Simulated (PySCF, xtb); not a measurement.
Si(H)2(Cl)(OMe) (CH5ClOSi), SMILES CO[SiH2]Cl. The values are those of a single conformer.

Harmonic wavenumbers (cm⁻¹) from GFN2-xTB in xtb 6.7.1 at its own minimum, in rising order: 73, 104, 177, 281, 488, 524, 613, 727, 759, 791, 1130, 1136, 1164, 1414, 1479, 1481, 2270, 2386, 2957, 2967, 2997.

**Question.** What does PBE-D3(BJ)/def2-SVP (PySCF) give at its own minimum? (An estimate is asked for; the answer gives what the named calculation found.)

**Answer.** 82, 105, 184, 291, 524, 617, 713, 755, 879, 913, 1117, 1134, 1169, 1419, 1422, 1424, 2169, 2230, 2927, 3004, 3055. Paired by order, the mean absolute difference is 50 cm⁻¹ and the zero-point energies are 37.1 and 37.4 kcal/mol.
